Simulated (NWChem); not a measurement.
System: ZrH2F2; SMILES [F][ZrH2][F]

NWChem input:

```
start job
memory heap 200 mb stack 900 mb global 1100 mb
geometry units angstroms noautosym nocenter noautoz
  Zr     0.000000     0.000000    -0.191304
  F      1.583880     0.000000     0.832965
  F     -1.583880     0.000000     0.832965
  H      0.000000    -1.509383    -1.257965
  H      0.000000     1.509383    -1.257965
end
basis spherical
  * library def2-svpd
end
ecp
  Zr library def2-ecp
end
dft
  xc b3lyp
  iterations 150
end
property
  response 1 0.0
end
task dft property
```

Coordinates come from a PBE0/def2-SVP optimisation. Not confirmed as a minimum by frequencies. def2 effective core potentials on Zr; no spin-orbit coupling.

Static field.

**Question.** What results follow from this input? (B3LYP/def2-SVPD with def2 effective core potentials on Zr.) Quantities: isotropic polarisability (bohr³); anisotropy (bohr³).

**Answer.** 
| Property | Result |
|---|---|
| isotropic polarisability (bohr³) | 44.6 |
| anisotropy (bohr³) | 5.7 |
